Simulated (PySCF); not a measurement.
## Effect of structural changes

Method: TDA wB97X-D/def2-SVP excited states, vertical, gas phase (PySCF 2.14.0). Geometry: GFN2-xTB.

Each molecule in one low-energy conformer.

Scalar relativity is left out, which matters for the atoms heavier than Zn.

Task: How does the vertical S1–T1 gap change along this series?
- COC1=CC=CC12CCC2 (H replaced by OCH3)
- BrC1=CC2(C=C1)CCC2 (H replaced by Br)
- COC1=CC2(C=C1)CCC2 (H replaced by OCH3)

Result: 
```csv
molecule,S1 (eV),S1 from,f(S1),T1 (eV),T1 from,S1 − T1 (eV),S0–T1 spin-orbit coupling (cm⁻¹),S1–T1 spin-orbit coupling (cm⁻¹)
COC1=CC=CC12CCC2,5.03,HOMO→LUMO,0.152,2.98,HOMO→LUMO,2.05,0.24,0.04
BrC1=CC2(C=C1)CCC2,5.20,HOMO→LUMO,0.071,3.00,HOMO→LUMO,2.20,1.47,0.47
COC1=CC2(C=C1)CCC2,5.12,HOMO→LUMO,0.060,3.12,HOMO→LUMO,2.00,0.42,0.08
```
The vertical S1–T1 gap is lowest for COC1=CC2(C=C1)CCC2 and highest for BrC1=CC2(C=C1)CCC2.
